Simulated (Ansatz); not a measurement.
Abridged output of a molecular run in Ansatz:

```
Functional definition: HF
1001 factors; integrals over basis functions are off by at most 1.2e-3 eV
mean field evaluation 1: about -12078.1041 eV, gradient 3.2e1 eV
mean field evaluation 2: about -12078.1073 eV, gradient 3.2e1 eV
mean field evaluation 4: about -12080.7947 eV, gradient 3.6e0 eV
mean field evaluation 8: about -12080.8365 eV, gradient 1.2e-4 eV
mean field -12080.83645045 eV, -443.9625508690 hartree, gradient 1.4e-6 eV, S^2 0.000000; 0 other end points of the search recorded, 0 dependent functions left out
8 core orbitals not correlated: weight in the atoms' cores, before any rotation towards them, 1.000 or more for the frozen orbitals, at most 0.000 for the correlated occupied ones
reference -12080.83645045 eV, -443.9625508690 hartree; 13, 13 occupied and 79, 79 virtual orbitals, 1001 factors
second order -15.76163232 eV of doubles, -0.00000000 eV of singles
cycle   1  -16.72975189 eV  change   -9.7e-1 eV  update   8.5e-2
cycle   2  -17.20381677 eV  change   -4.7e-1 eV  update   2.5e-2
cycle   3  -17.27743697 eV  change   -7.4e-2 eV  update   1.0e-2
cycle   4  -17.27597718 eV  change    1.5e-3 eV  update   2.6e-3
cycle   5  -17.27606844 eV  change   -9.1e-5 eV  update   9.5e-4
cycle   6  -17.27605709 eV  change    1.1e-5 eV  update   2.9e-4
cycle   7  -17.27589714 eV  change    1.6e-4 eV  update   1.0e-4
cycle   8  -17.27586930 eV  change    2.8e-5 eV  update   3.4e-5
cycle   9  -17.27587305 eV  change   -3.8e-6 eV  update   1.2e-5
perturbative correction -0.44352664 eV, -0.0162993034 hartree
Total energy: -12098.55585015 eV, -444.6137267972 hartree
```

Its atoms:

Z-matrix (Å, degrees):
```
C
C 1 1.518
H 1 1.093 2 111.2
H 1 1.096 2 110.8 3 119.4
H 1 1.093 2 111.0 3 -120.8
O 2 1.423 1 111.9 3 -179.8
Si 2 1.896 1 112.6 3 60.8
H 2 1.102 1 108.7 3 -58.0
H 6 0.962 2 108.5 1 55.2
H 7 1.487 2 109.8 1 58.6
H 7 1.485 2 110.6 1 179.9
H 7 1.489 2 108.6 1 -60.4
```

Task: Which basis set was used?
A. def2-SVP
B. def2-SVPD
C. def2-QZVPP
D. cc-pV(Q+d)Z

Result: A. It gives 100 functions.

Task: Write the keys of the input that set method, charge and spin (a neutral closed shell needs none for the last two).

Result: 
```yaml
correlation: {method: ccsd_t}
```
